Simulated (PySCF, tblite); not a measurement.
Isomers of C6H11OSi (doublet state). Level: GFN2-xTB in tblite, geometry and Hessian alike; calculated harmonic values, unscaled, isolated species. Errors from tens to a few hundred cm⁻¹ against measured bands are possible. Modes of hydrogen on silicon can be 10 to 20 % off. One conformer each. Open shells enter through the occupations alone, without spin polarisation, and single modes of such species can be off by tens of per cent.

Electronic energies: B3LYP/pcH-1 single points on the GFN2-xTB geometries (PySCF, gas phase).

```csv
SMILES,"electronic energy, lowest = 0 (kJ/mol)"
[H]/[C]=C(\O[SiH3])C1CCC1,128.7
C#C[C@@H]([SiH3])[C@@H](C)[CH]O,189.7
C=C(O[SiH2])C1CCC1,31.6
C=C(O[SiH3])[C]1CCC1,0.0
```

Question: How do GFN2-xTB zero-point energies change the relative energies?

Answer: 
```csv
SMILES,ZPE (kJ/mol),of it from modes above 1550 cm⁻¹,electronic (kJ/mol),"with ZPE, lowest = 0 (kJ/mol)",lowest mode (cm⁻¹),rings
C=C(O[SiH3])[C]1CCC1,383.8,185.3,0.0,0.0,44,1
C=C(O[SiH2])C1CCC1,398.0,201.3,31.6,45.9,31,1
[H]/[C]=C(\O[SiH3])C1CCC1,384.8,196.1,128.7,129.7,26,1
C#C[C@@H]([SiH3])[C@@H](C)[CH]O,377.2,202.9,189.7,183.0,46,0
```

The zero-point energies span 20.8 kJ/mol, from `C#C[C@@H]([SiH3])[C@@H](C)[CH]O` to `C=C(O[SiH2])C1CCC1`. The order is unchanged.

Question: And how do the electronic energies of GFN2-xTB itself compare?

Answer: `C=C(O[SiH3])[C]1CCC1` 0.0; `C=C(O[SiH2])C1CCC1` 40.1; `[H]/[C]=C(\O[SiH3])C1CCC1` 130.2; `C#C[C@@H]([SiH3])[C@@H](C)[CH]O` 313.6 kJ/mol, lowest = 0. Against the energies above, taken from the same isomer `C=C(O[SiH3])[C]1CCC1`, the largest difference is 123.9 kJ/mol.

Question: What do entropy and thermal enthalpy add at 298.15 K and 1 bar (rigid rotor, harmonic oscillator, one conformer each)?

Answer: 
```tsv
SMILES	point group	symmetry number	S (J/(mol K))	H − H(0) (kJ/mol)	ZPE + H − H(0) − TS (kJ/mol)
C=C(O[SiH2])C1CCC1	C1	1	417.9	28.04	301.5
[H]/[C]=C(\O[SiH3])C1CCC1	C1	1	432.1	29.40	285.3
C#C[C@@H]([SiH3])[C@@H](C)[CH]O	C1	1	432.5	32.03	280.2
```

S holds R ln(2S + 1) for the spin.

Not tabulated: `C=C(O[SiH3])[C]1CCC1` (point group not settled).
